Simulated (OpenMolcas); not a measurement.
**Ti2+: moving or changing the point charges**

Ti2+ among 6 point charges of -2 e arranged as an octahedron (Oh), 2.14 Å from the ion.

```
Program             : OpenMolcas 26.06
Method              : SS-CASPT2, IPEA 0.25 Eh, imaginary shift 0.1 Eh (closed shells correlated: 3s 3p)
Basis               : ANO-RCC-VDZP [5s4p2d1f]
Scalar Hamiltonian  : DKH2, point nucleus
Active space        : 2 electrons in 5 orbitals (3d)
State averaging     : 2S+1 = 3 even, 10 roots; 2S+1 = 1 even, 15 roots
Spin-orbit coupling : RASSI with atomic mean-field integrals over the reference wave functions
```

Runs around this geometry, states (labels of O, the rotations of Oh). Energies in cm-1 above the lowest state or level, χT in cm3 K/mol; under a threefold ground state the first gap can be a small split of the lowest multiplet, not the spin-orbit step; 10Dq and B are least-squares fits to the states below 45000 cm-1, weighted by degeneracy, with a free offset, and given where the rms deviation is under 5 % of |10Dq| (or 100 cm-1) and under 700 cm-1.

| R (Å) | q (e) | Ground state | First state of that spin | 10Dq | B (rms of fit) | First gap with spin-orbit (degeneracies) | χT at 300 K | First state of another spin |
| --- | --- | --- | --- | --- | --- | --- | --- | --- |
| 2.14 | -1.3 | 3T1 | 3T2 5900 |  |  | 5 (2, 3) | 1.147 | 1T2 8910 |
| 2.04 | -2 | 3T1 | 3T2 11910 | 14328 | 600 (617) | 2 (2, 3) | 1.155 | 1T2 8480 |
| 2.14 | -2 | 3T1 | 3T2 9260 | 11578 | 649 (536) | 3 (2, 3) | 1.150 | 1T2 8900 |
| 2.25 | -2 | 3T1 | 3T2 7260 |  |  | 4 (2, 3) | 1.147 | 1T2 8880 |

Taking the first state of the same spin as R^-n, n = -ln(7260 / 11910) / ln(2.25 / 2.04) = 5.1 between the shortest and longest distance.

Scaling the charges by -1.3 / -2 = 0.65 scales the first state of the same spin by 5900 / 9260 = 0.64; with fixed orbitals a first-order splitting would follow the charge.

Roots that are degenerate in the reference are averaged as groups; the widest CASPT2 spread within a group is 540 cm-1 (the 3-fold group of multiplicity 3 near 9260 cm-1 above the lowest state of its run, R = 2.14, q = -2). Shifts and gaps below about the spread of the groups concerned are not significant. An orbital triplet at a regular site is open to Jahn-Teller coupling, which can distort the site and quench the lowest spin-orbit gaps and is left out. Free-ion shares, where given, are those of the reference states; single-state CASPT2 does not remix them. Point charges carry no covalency, so the field is a model and not that of real ligands. No measured value stands beside these numbers.
